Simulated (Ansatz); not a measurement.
Born–Oppenheimer molecular dynamics of a periodic cell of 16 atoms, Cl (contents 8 Cl2, density as packed 1.74 g/cm³ with natural masses). It starts from a partly relaxed structure (largest force component 0.28 eV/Å).

Level of theory: Ansatz, DFT PBE-D3(BJ), scalar-relativistic, plane waves, PAW. Settings: cutoff 420 eV, k mesh 1x1x1, fermi-dirac smearing 0.05 eV, no spin polarisation.

| Quantity | Value |
| --- | --- |
| ensemble | NVT, Langevin thermostat |
| time step | 2 fs |
| steps asked | 300 |
| set temperature | 300 K |
| friction | 0.02 /fs |
| seed | 616450 |

Frames 40 fs apart, positions in Å, forces in eV/Å.

Velocities at 20.0 fs (Å/ps):

```
Cl 0.41 -2.37 0.92
Cl 1.19 -2.33 2.14
Cl -2.87 -0.45 2.08
Cl 1.74 0.64 1.75
Cl 3.38 -2.18 0.33
Cl 2.68 3.97 -2.43
Cl 0.81 2.81 -4.22
Cl -1.44 5.54 2.00
Cl -1.80 3.09 -0.20
Cl 1.23 3.80 -0.14
Cl -2.62 1.89 5.18
Cl 4.07 3.08 4.23
Cl -0.47 -3.59 -1.97
Cl -0.71 2.23 -0.25
Cl 0.93 0.93 -2.10
Cl 3.79 -2.43 -3.79
```

```xyz
16
Lattice="8.1433 0.0000 0.0000 0.0000 8.1433 0.0000 0.0000 0.0000 8.1433" Properties=species:S:1:pos:R:3:forces:R:3 time_fs=20.0 energy_less_start_eV=0.141 T=283
Cl 3.744 4.182 0.888 -0.53 0.29 0.06
Cl 5.161 2.934 0.263 0.39 -0.24 -0.06
Cl -0.216 -0.307 7.804 0.12 -0.08 -0.02
Cl -0.201 1.773 7.766 -0.15 0.19 -0.04
Cl 8.019 4.937 7.670 -0.10 0.04 -0.07
Cl 7.331 5.295 5.741 0.02 -0.06 0.05
Cl 3.085 8.457 5.707 0.06 -0.50 0.22
Cl 3.178 6.325 5.904 -0.04 0.26 -0.18
Cl 6.286 6.886 3.938 0.07 -0.06 0.77
Cl 5.960 6.855 2.003 -0.06 -0.19 -0.71
Cl 3.173 3.408 5.823 -0.14 0.15 -0.23
Cl 2.466 3.573 3.935 0.15 -0.03 0.12
Cl 7.698 1.819 4.855 0.09 0.19 -0.40
Cl 7.692 1.994 2.750 0.07 -0.13 0.34
Cl 2.956 0.219 2.704 0.13 -0.06 -0.85
Cl 3.088 0.152 0.514 -0.09 0.21 1.02
16
Lattice="8.1433 0.0000 0.0000 0.0000 8.1433 0.0000 0.0000 0.0000 8.1433" Properties=species:S:1:pos:R:3:forces:R:3 time_fs=60.0 energy_less_start_eV=0.365 T=261
Cl 3.732 4.167 0.845 -0.10 -0.25 -0.11
Cl 5.180 2.841 0.326 0.02 0.35 0.21
Cl -0.297 -0.256 7.815 0.46 0.40 0.02
Cl -0.127 1.853 7.768 -0.29 -0.27 -0.06
Cl 8.059 4.957 7.597 -0.13 0.13 0.11
Cl 7.419 5.490 5.682 -0.05 -0.28 -0.17
Cl 3.116 8.528 5.657 0.08 0.50 0.22
Cl 3.141 6.520 5.967 0.04 -0.82 -0.12
Cl 6.239 6.920 3.964 -0.21 -0.20 -0.96
Cl 5.966 6.834 1.895 0.28 -0.17 1.14
Cl 3.217 3.443 5.934 -0.16 0.30 -0.21
Cl 2.661 3.753 4.012 0.15 -0.14 -0.10
Cl 7.747 1.677 4.777 0.16 0.32 0.65
Cl 7.751 2.068 2.804 0.05 -0.09 -0.74
Cl 3.045 0.127 2.603 -0.06 0.13 0.58
Cl 3.301 0.100 0.601 -0.23 0.07 -0.46
16
Lattice="8.1433 0.0000 0.0000 0.0000 8.1433 0.0000 0.0000 0.0000 8.1433" Properties=species:S:1:pos:R:3:forces:R:3 time_fs=100.0 energy_less_start_eV=0.258 T=273
Cl 3.686 4.049 0.758 -0.40 -0.10 -0.03
Cl 5.257 2.835 0.443 0.27 0.24 0.11
Cl -0.160 -0.083 7.850 0.24 -0.68 -0.02
Cl -0.148 1.941 7.685 -0.08 0.52 0.06
Cl 8.094 4.936 7.544 -0.09 0.23 0.20
Cl 7.490 5.544 5.649 -0.03 -0.29 -0.16
Cl 3.219 8.571 5.713 -0.07 -0.36 0.34
Cl 3.086 6.471 5.943 0.21 0.11 -0.09
Cl 6.295 6.915 3.845 -0.08 -0.01 0.75
Cl 6.099 6.801 1.892 0.05 -0.33 -0.62
Cl 3.234 3.613 5.931 -0.07 0.16 0.58
Cl 2.812 3.716 3.981 0.11 -0.03 -0.88
Cl 7.692 1.656 4.803 0.42 0.85 -1.02
Cl 7.921 2.110 2.700 -0.20 -0.49 0.82
Cl 3.100 0.075 2.755 0.21 0.29 -0.72
Cl 3.380 0.183 0.633 -0.50 -0.10 0.69
16
Lattice="8.1433 0.0000 0.0000 0.0000 8.1433 0.0000 0.0000 0.0000 8.1433" Properties=species:S:1:pos:R:3:forces:R:3 time_fs=140.0 energy_less_start_eV=0.012 T=386
Cl 3.589 4.031 0.672 0.50 -0.79 -0.06
Cl 5.363 2.897 0.580 -0.77 0.76 0.02
Cl -0.008 -0.078 7.847 -0.16 0.29 -0.28
Cl -0.193 2.041 7.651 0.25 -0.49 0.28
Cl 8.155 4.960 7.657 -0.32 0.29 -0.52
Cl 7.551 5.435 5.629 0.05 -0.06 0.51
Cl 3.172 8.536 5.799 -0.05 0.42 0.25
Cl 2.957 6.487 5.922 0.32 -0.29 0.02
Cl 6.409 6.839 3.943 -0.15 -0.24 -0.73
Cl 6.178 6.713 1.889 0.18 -0.10 0.84
Cl 3.231 3.738 5.900 -0.32 -0.13 -0.36
Cl 2.893 3.686 3.827 0.41 0.16 0.24
Cl 7.819 1.837 4.651 0.02 0.10 1.28
Cl 7.958 2.072 2.694 0.06 0.07 -1.37
Cl 3.162 0.234 2.882 -0.01 0.07 1.07
Cl 3.199 0.309 0.889 0.00 -0.07 -1.19
16
Lattice="8.1433 0.0000 0.0000 0.0000 8.1433 0.0000 0.0000 0.0000 8.1433" Properties=species:S:1:pos:R:3:forces:R:3 time_fs=180.0 energy_less_start_eV=-0.177 T=247
Cl 3.472 3.975 0.498 -0.26 -0.10 0.28
Cl 5.309 3.141 0.550 -0.08 -0.03 -0.07
Cl 0.004 -0.058 7.714 -0.18 -0.96 0.01
Cl -0.173 1.944 7.796 0.18 0.91 -0.20
Cl 8.209 5.087 7.573 0.14 -0.13 1.25
Cl 7.579 5.265 5.684 -0.17 0.06 -0.74
Cl 3.095 8.560 5.787 0.02 0.10 0.44
Cl 3.060 6.460 5.975 0.05 0.01 -0.13
Cl 6.497 6.663 3.940 -0.12 0.10 0.28
Cl 6.170 6.654 1.983 -0.08 -0.06 -0.64
Cl 3.013 3.788 5.853 0.26 -0.21 0.60
Cl 2.971 3.740 3.837 0.07 0.18 -0.92
Cl 7.960 1.892 4.691 -0.06 0.16 -0.27
Cl 7.943 2.028 2.599 0.03 -0.09 0.30
Cl 3.106 0.325 3.062 -0.08 0.01 -0.32
Cl 2.972 0.302 0.959 0.29 0.04 0.13
16
Lattice="8.1433 0.0000 0.0000 0.0000 8.1433 0.0000 0.0000 0.0000 8.1433" Properties=species:S:1:pos:R:3:forces:R:3 time_fs=220.0 energy_less_start_eV=-0.217 T=218
Cl 3.353 4.052 0.508 0.07 -0.30 0.29
Cl 5.228 3.252 0.583 -0.32 0.09 -0.09
Cl -0.163 -0.175 7.614 0.00 0.43 0.12
Cl -0.239 1.973 7.697 0.32 -0.45 -0.02
Cl 8.254 5.081 7.660 -0.55 -0.09 -0.50
Cl 7.667 5.199 5.550 0.04 0.45 0.80
Cl 3.139 8.607 5.798 -0.10 -0.30 0.40
Cl 3.100 6.459 6.011 0.02 0.47 -0.20
Cl 6.499 6.611 3.957 -0.05 -0.29 -0.62
Cl 6.253 6.585 1.919 0.10 0.04 0.45
Cl 2.974 3.800 5.886 0.35 -0.02 -0.50
Cl 2.950 3.900 3.771 0.08 -0.01 0.16
Cl 8.005 1.978 4.757 -0.11 -0.13 0.12
Cl 7.994 1.887 2.704 -0.09 0.12 -0.32
Cl 3.066 0.364 2.986 0.07 0.00 -0.11
Cl 2.990 0.386 0.894 0.16 -0.01 0.01
16
Lattice="8.1433 0.0000 0.0000 0.0000 8.1433 0.0000 0.0000 0.0000 8.1433" Properties=species:S:1:pos:R:3:forces:R:3 time_fs=260.0 energy_less_start_eV=-0.162 T=379
Cl 3.250 4.116 0.595 0.23 -0.29 0.10
Cl 5.124 3.320 0.497 -0.22 0.09 0.11
Cl -0.358 -0.174 7.594 0.18 -0.33 0.11
Cl -0.276 1.874 7.590 0.06 0.38 0.18
Cl 8.101 5.081 7.586 0.12 -0.25 2.10
Cl 7.844 5.148 5.666 -0.32 0.23 -1.69
Cl 3.076 8.682 5.900 0.08 0.30 0.08
Cl 3.239 6.618 5.968 -0.11 -0.30 0.05
Cl 6.458 6.628 3.907 -0.01 -0.11 0.22
Cl 6.354 6.513 1.931 -0.10 0.02 -0.59
Cl 3.125 3.803 5.871 -0.04 0.03 0.40
Cl 2.968 3.839 3.845 0.12 0.10 -0.69
Cl 7.846 1.806 4.788 0.12 0.19 -0.59
Cl 8.003 1.871 2.684 -0.28 0.02 0.24
Cl 2.993 0.393 2.900 0.17 0.00 0.21
Cl 3.029 0.475 0.843 -0.02 -0.07 -0.24
16
Lattice="8.1433 0.0000 0.0000 0.0000 8.1433 0.0000 0.0000 0.0000 8.1433" Properties=species:S:1:pos:R:3:forces:R:3 time_fs=300.0 energy_less_start_eV=-0.036 T=291
Cl 3.291 4.251 0.779 -0.05 -0.29 -0.11
Cl 5.079 3.370 0.453 0.06 -0.02 0.23
Cl -0.355 -0.273 7.585 0.26 0.36 0.10
Cl -0.184 1.821 7.600 -0.32 -0.15 0.15
Cl 8.018 4.929 7.750 0.03 0.15 -0.77
Cl 8.031 5.229 5.637 -0.33 -0.04 0.77
Cl 3.038 8.857 5.969 0.46 -0.90 0.02
Cl 3.376 6.681 6.001 -0.42 0.62 -0.09
Cl 6.448 6.652 3.860 0.13 -0.30 -0.46
Cl 6.361 6.456 1.846 -0.01 0.02 0.43
Cl 3.197 3.879 5.926 -0.13 -0.02 0.04
Cl 2.987 3.690 3.896 0.19 0.37 -0.20
Cl 7.675 1.814 4.713 0.27 0.13 -0.22
Cl 7.929 1.871 2.650 -0.20 0.01 -0.02
Cl 3.050 0.364 2.832 0.08 0.08 -0.45
Cl 3.058 0.469 0.706 -0.02 0.00 0.57
16
Lattice="8.1433 0.0000 0.0000 0.0000 8.1433 0.0000 0.0000 0.0000 8.1433" Properties=species:S:1:pos:R:3:forces:R:3 time_fs=340.0 energy_less_start_eV=-0.072 T=315
Cl 3.303 4.336 0.873 -0.21 -0.28 -0.11
Cl 5.022 3.366 0.485 0.28 -0.09 0.30
Cl -0.207 -0.308 7.606 0.02 0.24 0.15
Cl -0.220 1.768 7.618 -0.12 0.02 0.15
Cl 7.972 4.787 7.771 0.12 0.34 -0.48
Cl 8.044 5.261 5.742 -0.26 -0.29 0.18
Cl 3.118 8.876 6.059 0.14 -0.11 -0.34
Cl 3.289 6.784 6.025 -0.06 -0.05 0.01
Cl 6.459 6.605 3.790 0.05 -0.13 0.09
Cl 6.246 6.488 1.802 0.03 -0.05 0.13
Cl 3.273 3.908 5.983 -0.33 0.06 -0.72
Cl 3.126 3.827 3.867 0.21 0.28 0.52
Cl 7.711 1.865 4.738 0.19 0.04 0.11
Cl 7.989 1.925 2.707 -0.19 -0.01 -0.37
Cl 3.093 0.354 2.691 0.04 0.03 0.64
Cl 3.005 0.562 0.668 0.11 0.01 -0.26
16
Lattice="8.1433 0.0000 0.0000 0.0000 8.1433 0.0000 0.0000 0.0000 8.1433" Properties=species:S:1:pos:R:3:forces:R:3 time_fs=380.0 energy_less_start_eV=-0.061 T=348
Cl 3.241 4.283 0.899 0.40 -0.43 -0.15
Cl 5.104 3.457 0.645 -0.45 0.19 0.20
Cl -0.152 -0.191 7.683 -0.09 0.15 0.13
Cl -0.277 1.865 7.581 0.17 -0.06 0.28
Cl 7.998 4.728 7.790 0.13 0.47 0.07
Cl 7.950 5.433 5.859 -0.20 -0.48 -0.45
Cl 3.262 8.981 6.162 -0.09 -0.41 -0.54
Cl 3.303 6.854 6.080 -0.02 0.15 0.16
Cl 6.402 6.495 3.886 -0.05 0.00 -0.15
Cl 6.273 6.492 1.867 0.11 0.00 0.39
Cl 3.221 3.818 5.918 -0.10 0.40 0.00
Cl 3.108 4.011 3.849 0.13 -0.08 -0.03
Cl 7.900 1.967 4.775 0.08 -0.06 -0.48
Cl 8.056 1.927 2.675 -0.23 0.12 0.20
Cl 3.137 0.298 2.796 -0.03 0.32 -0.29
Cl 3.035 0.691 0.729 0.23 -0.30 0.65
16
Lattice="8.1433 0.0000 0.0000 0.0000 8.1433 0.0000 0.0000 0.0000 8.1433" Properties=species:S:1:pos:R:3:forces:R:3 time_fs=420.0 energy_less_start_eV=-0.082 T=388
Cl 3.325 4.223 1.012 -0.28 -0.09 -0.13
Cl 5.189 3.509 0.814 0.19 -0.14 0.09
Cl -0.088 -0.249 7.774 -0.21 1.02 0.11
Cl -0.338 1.918 7.649 0.61 -0.93 0.20
Cl 8.233 4.883 7.883 -0.22 0.34 -0.25
Cl 7.911 5.425 5.864 -0.21 -0.42 0.00
Cl 3.280 9.125 6.049 0.03 -0.59 0.18
Cl 3.367 7.007 6.255 -0.06 -0.01 -0.34
Cl 6.389 6.446 4.112 -0.01 -0.02 -0.28
Cl 6.351 6.526 2.083 0.16 0.01 0.31
Cl 3.238 3.764 5.960 -0.10 0.42 0.10
Cl 3.062 3.958 3.903 0.22 0.08 -0.09
Cl 7.984 1.899 4.662 -0.07 0.02 0.43
Cl 8.114 1.891 2.631 -0.17 0.11 -0.52
Cl 3.220 0.322 2.885 0.03 0.15 0.12
Cl 3.159 0.618 0.858 0.10 0.04 0.06
16
Lattice="8.1433 0.0000 0.0000 0.0000 8.1433 0.0000 0.0000 0.0000 8.1433" Properties=species:S:1:pos:R:3:forces:R:3 time_fs=460.0 energy_less_start_eV=-0.168 T=235
Cl 3.389 4.244 0.957 -0.79 0.05 -0.06
Cl 5.233 3.538 0.900 0.64 -0.25 0.01
Cl 0.000 -0.243 7.769 -0.14 0.00 0.31
Cl -0.214 1.823 7.777 0.32 0.19 -0.07
Cl 8.204 5.036 7.931 0.10 -0.12 0.14
Cl 7.807 5.359 5.892 -0.20 -0.15 0.18
Cl 3.308 9.052 6.030 -0.04 0.68 0.20
Cl 3.477 7.050 6.239 -0.13 -1.08 -0.18
Cl 6.369 6.453 4.265 -0.09 -0.10 0.50
Cl 6.524 6.699 2.322 0.10 0.06 -1.10
Cl 3.121 3.973 6.000 0.24 0.00 0.07
Cl 3.095 3.916 3.918 0.06 0.30 -0.02
Cl 8.001 1.820 4.738 0.00 0.08 -0.22
Cl 8.109 1.860 2.643 -0.15 0.09 0.19
Cl 3.320 0.264 2.959 -0.06 0.26 -0.25
Cl 3.215 0.585 0.914 0.13 -0.02 0.30
```

Of the whole run (600 fs, mean temperature of the second half 303 K): A run of 0.6 ps of so small a system gives no equilibrium averages. Limits of this set-up: coarse k mesh.

Time of the run: 12 min on 1 thread of Arm Neoverse V2, on a shared host, peak memory 0.52 GiB.
